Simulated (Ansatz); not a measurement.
```xyz
21

C     0.9021   -1.2081    1.4097
C     1.7280   -0.6749    0.2565
N     1.0835    0.4138   -0.4427
C     1.9058    0.9133   -1.5241
Hf   -0.7268    1.2244    0.0070
O    -1.1040    2.4481   -1.4318
Cl   -0.5704    2.3993    2.0831
O    -2.0789   -0.1157    0.1865
C    -2.9575   -1.1745    0.3604
H    -0.0474   -1.6238    1.0617
H     0.6923   -0.4245    2.1458
H     1.4385   -2.0038    1.9296
H     1.9463   -1.4941   -0.4473
H     2.7040   -0.3356    0.6379
H     2.1191    0.1266   -2.2624
H     2.8717    1.2842   -1.1529
H     1.4101    1.7343   -2.0463
H    -1.7082    2.9182   -1.9986
H    -3.5601   -1.3275   -0.5410
H    -2.4141   -2.1032    0.5705
H    -3.6339   -0.9768    1.1984
```

Total charge 0; spin multiplicity 1. Hf: def2 effective core potential.

Question: List the ωB97M-V/def2-TZVPP orbital energies in eV (the Gaussian-basis code of Ansatz). (Best estimate.)

Answer: Ansatz gave: Occupied: -2770.79, -525.98, -525.90, -393.97, -282.78, -282.12, -281.87, -281.29, -261.20, -198.62, -198.58, -198.58, -70.84, -39.54, -39.26, -39.08, -30.38, -29.66, -27.50, -24.20, -23.82, -21.53, -21.02, -19.10, -16.63, -15.81, -15.58, -15.49, -15.26, -15.23, -14.96, -14.10, -13.17, -12.45, -12.37, -12.27, -12.20, -11.87, -11.49, -11.12, -10.93, -10.84, -10.58, -8.59. Lowest empty: 1.26, 2.30, 2.46, 2.61, 2.62, 2.90, 3.02, 3.36.
